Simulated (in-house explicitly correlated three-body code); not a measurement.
Computed with an exponentially correlated three-body code. Model: two electrons around a point charge, non-relativistic, variational in 260 exponentially correlated functions (energies converged to about 1e-7 hartree, or 1e-8 relative for large Z).

For this charge the correlation energy is taken as exact minus Hartree-Fock, from which it differs by microhartrees, and the kinetic parts follow from it.

For two electrons in a singlet the Kohn-Sham orbital is the square root of half the density, so the exact Kohn-Sham potential and energy parts follow from the density alone, and exchange is minus half the Hartree energy. The Kohn-Sham level equals minus the binding energy of the second electron.

Command:
```bash
python run_hyl.py task.json out
```
Settings (lengths in bohr, energies in hartree):
```
Z                      6.8
interaction_strength   1
functions              260
states_tried           13
```

Time taken, with all properties: 57 s on 1 thread of Intel(R) Xeon(R) Platinum 8175M CPU @ 2.50GHz (Skylake/Cascade Lake), on a shared host.

**Those bound S and P states to n = 4 that converged, binding against the one-electron ion.**

Given: nuclear charge 6.8.

Computed: one-electron threshold -23.12 hartree.

```csv
term,energy (hartree),binding (eV),quantum defect
1 1S,-42.14641,517.73,0.059769
2 3S,?,?,?
2 3P,-27.4407311,117.57,0.026967
2 1S,-27.4367413,117.46,0.026055
2 1P,-27.2859751,113.36,-0.0093457
3 3S,?,?,?
3 1S,-25.0224662,51.769,0.026592
3 3P,-25.0221041,51.759,0.026309
3 1P,-24.9787494,50.579,-0.0081714
4 3S,-24.2104844,29.674,0.072617
4 3P,-24.1850936,28.983,0.02608
4 1P,-24.1671929,28.496,-0.007741
```

What belongs in the row 2 3S?

energy (hartree): -27.6702928; binding (eV): 123.82; quantum defect: 0.077381.

What belongs in the row 3 3S?

energy (hartree): -25.0842638; binding (eV): 53.45; quantum defect: 0.073739.

**Electric-dipole lines between converged S and P states, rate of the upper state's decay.**

```tsv
s state	p state	p minus s (eV)	oscillator strength from s	rate (1/s)
1 1S	2 1P	404.37	0.66942	1.5833e+12
1 1S	3 1P	467.16	0.14325	4.5218e+11
1 1S	4 1P	489.24	0.054335	1.8811e+11
2 1S	2 1P	4.1026	0.081009	1.9721e+07
2 1S	3 1P	66.885	0.36203	2.3426e+10
2 1S	4 1P	?	?	?
3 1S	2 1P	-61.593	-0.060158	9.9031e+09
3 1S	3 1P	1.1896	0.1408	2.8819e+06
3 1S	4 1P	23.273	0.39212	3.072e+09
2 3S	2 3P	6.2467	0.11385	6.4259e+07
2 3S	3 3P	72.061	0.33111	2.4869e+10
2 3S	4 3P	94.837	0.086257	1.1221e+10
3 3S	2 3P	?	?	?
3 3S	3 3P	1.6915	0.19045	7.8813e+06
3 3S	4 3P	24.468	0.35836	3.1031e+09
4 3S	2 3P	-87.899	-0.013275	4.4507e+09
4 3S	3 3P	-22.085	-0.14588	3.0874e+09
4 3S	4 3P	0.69092	0.26228	1.811e+06
```

What belongs in the row 2 1S 4 1P?

p minus s (eV): 88.969; oscillator strength from s: 0.091776; rate (1/s): 1.0507e+10.

What belongs in the row 3 3S 2 3P?

p minus s (eV): -64.123; oscillator strength from s: -0.063784; rate (1/s): 1.138e+10.

**Exact Kohn-Sham parts of the ground state from its density.**

Computed: total energy -42.14641 hartree; Kohn-Sham kinetic 42.103 hartree; Hartree energy 8.0545 hartree; exchange energy -4.0272 hartree; potential part of the DFT correlation energy -0.088821 hartree; exact minus restricted Hartree-Fock -0.045241 hartree; Kohn-Sham level -517.73 eV; restricted Hartree-Fock level -518.02 eV; dipole polarisability 0.0052633 bohr³.

What is the kinetic part of the DFT correlation energy?

0.04358 hartree.

What is the C6 of two such species?

0.00036261 hartree·bohr⁶.

**Density and exact potentials over r, pair density (one pair, times 4 pi r12^2) and exact minus Kohn-Sham pair density over r12.**

| radius (bohr) | radial density (electrons/bohr) | exchange potential (hartree) | intracule density (1/bohr) | Coulomb hole against Kohn-Sham (1/bohr) | correlation potential (hartree) |
| --- | --- | --- | --- | --- | --- |
| 0.063 | 3.8644 | -5.9867 | 0.44014 | -0.04562 | -0.014 |
| 0.0731 | ? | ? | ? | ? | ? |
| 0.0848 | 5.2343 | -5.6925 | 0.74735 | -0.06494 | 0 |
| 0.0983 | 5.8789 | -5.5009 | 0.95561 | -0.074 | 0.007 |
| 0.114 | ? | ? | ? | ? | ? |
| 0.132 | 6.7928 | -5.0182 | 1.4818 | -0.08374 | 0.017 |
| 0.153 | 6.9277 | -4.7264 | 1.7821 | -0.0805 | 0.02 |
| 0.178 | 6.7645 | -4.3962 | 2.0848 | -0.06911 | 0.021 |
| 0.206 | 6.2966 | -4.0535 | 2.3348 | -0.04994 | 0.02 |
| 0.239 | 5.5319 | -3.6889 | 2.4998 | -0.02389 | 0.018 |
| 0.278 | 4.5323 | -3.3119 | 2.5272 | 0.004968 | 0.014 |
| 0.322 | 3.4627 | -2.9501 | 2.386 | 0.02913 | 0.01 |
| 0.373 | 2.4267 | -2.6029 | 2.0791 | 0.04364 | 0.006 |
| 0.433 | 1.5281 | -2.2743 | 1.6407 | 0.04554 | 0.004 |
| 0.502 | 0.85914 | -1.9778 | 1.1576 | 0.03662 | 0.002 |
| 0.582 | 0.42185 | -1.7132 | 0.71463 | 0.02277 | 0.001 |
| 0.675 | 0.17661 | -1.4799 | 0.3765 | 0.01036 | 0.001 |

What belongs in the row 0.0731?

radial density (electrons/bohr): 4.5459; exchange potential (hartree): -5.8537; intracule density (1/bohr): 0.57646; Coulomb hole against Kohn-Sham (1/bohr): -0.05513; correlation potential (hartree): -0.007.

What belongs in the row 0.114?

radial density (electrons/bohr): 6.4233; exchange potential (hartree): -5.2753; intracule density (1/bohr): 1.2034; Coulomb hole against Kohn-Sham (1/bohr): -0.08091; correlation potential (hartree): 0.013.
